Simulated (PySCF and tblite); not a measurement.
The numbers below are computed, except where a source is named.
C₈H₁₁FO, numbered as in [O:1]=[C:2]1[CH2:3][C@@H:4]2[CH2:5][CH2:6][C@H:7]1[C@@H:8]2[CH2:9][F:10].

Conformers came from 60 starts (ETKDG and KDG, MMFF94s, GFN2-xTB); geometries are GFN2-xTB. Energies: PBE0-D3(BJ)/def2-SVP (IEF-PCM, cyclohexane), with GFN2-xTB thermal terms (modes under about 100 cm⁻¹ blended into free rotors). Symmetry numbers and mirror images are counted. Conformers within 2.5 kcal/mol (GFN2-xTB free energy) were kept, 2 at most. GIAO shieldings: B97-2/pcSseg-1 (IEF-PCM, cyclohexane). Shifts are against TMS (¹H), TMS (¹³C) at the same level; of two unlike H on one atom, a is the less shielded. (PySCF 2.14, tblite 0.8.)

Question: Predict the averaged NMR shifts at 298.15 K.

Answer: ¹H: 4.86 (H9a, 1H), 4.58 (H9b, 1H), 2.55 (H4, 1H), 2.42 (H3a, 1H), 2.18 (H8, 1H), 2.09 (H6a, 1H), 2.06 (H7, 1H), 2.01 (H5a, 1H), 1.82 (H3b, 1H), 1.53 (H5b, 1H), 1.52 (H6b, 1H) ppm. ¹³C: 218.9 (C2), 85.3 (C9), 53.5 (C7), 52.1 (C8), 42.0 (C3), 38.8 (C4), 32.1 (C5), 27.5 (C6) ppm.

Question: How do the conformers differ?

Answer: Torsions listed: C4–C8–C9–F10. The 5-ring runs over atoms 2–3–4–8–7. The 5-ring runs over atoms 4–5–6–7–8.
| conformer | shape | weight % |
| --- | --- | --- |
| 1 | 5-ring envelope (ring torsions -35, 54, -52, 33, 1°); 5-ring envelope (ring torsions -3, -33, 55, -57, 38°); -66° | 83.6 |
| 2 | 5-ring envelope (ring torsions -36, 54, -52, 32, 2°); 5-ring envelope (ring torsions -2, -33, 55, -57, 37°); -169° | 16.4 |

```json
{"signal": "H3a", "1": "2.50", "2": "2.00", "average": "2.42"}
{"signal": "H3b", "1": "1.83", "2": "1.77", "average": "1.82"}
{"signal": "H4", "1": "2.61", "2": "2.26", "average": "2.55"}
{"signal": "H5a", "1": "2.00", "2": "2.02", "average": "2.01"}
{"signal": "H5b", "1": "1.55", "2": "1.43", "average": "1.53"}
{"signal": "H6a", "1": "2.09", "2": "2.11", "average": "2.09"}
{"signal": "H6b", "1": "1.51", "2": "1.57", "average": "1.52"}
{"signal": "H7", "1": "1.95", "2": "2.57", "average": "2.06"}
{"signal": "H8", "1": "2.20", "2": "2.12", "average": "2.18"}
{"signal": "H9a", "1": "4.92", "2": "4.52", "average": "4.86"}
{"signal": "H9b", "1": "4.49", "2": "5.05", "average": "4.58"}
{"signal": "C2", "1": "218.9", "2": "219.1", "average": "218.9"}
{"signal": "C3", "1": "41.6", "2": "43.9", "average": "42.0"}
{"signal": "C4", "1": "38.4", "2": "40.7", "average": "38.8"}
{"signal": "C5", "1": "32.1", "2": "32.2", "average": "32.1"}
{"signal": "C6", "1": "27.4", "2": "27.8", "average": "27.5"}
{"signal": "C7", "1": "53.2", "2": "54.8", "average": "53.5"}
{"signal": "C8", "1": "51.9", "2": "52.8", "average": "52.1"}
{"signal": "C9", "1": "85.1", "2": "86.7", "average": "85.3"}
```

Question: Which signal moves most, for its nucleus, between 250 and 350 K through the change of populations alone?

Answer: H7: 2.03 ppm at 250 K, 2.06 ppm at 298.15 K, 2.08 ppm at 350 K.

Shifts are unscaled: against experiment ¹³C can be off by 15 ppm or more and ¹H by 0.8 ppm. For its torsions the set is small; conformers may be missing.


Conformer gaps in def2-SVP on xTB geometries can be 2 kcal/mol too large for S=O, P=O and other polar bonds.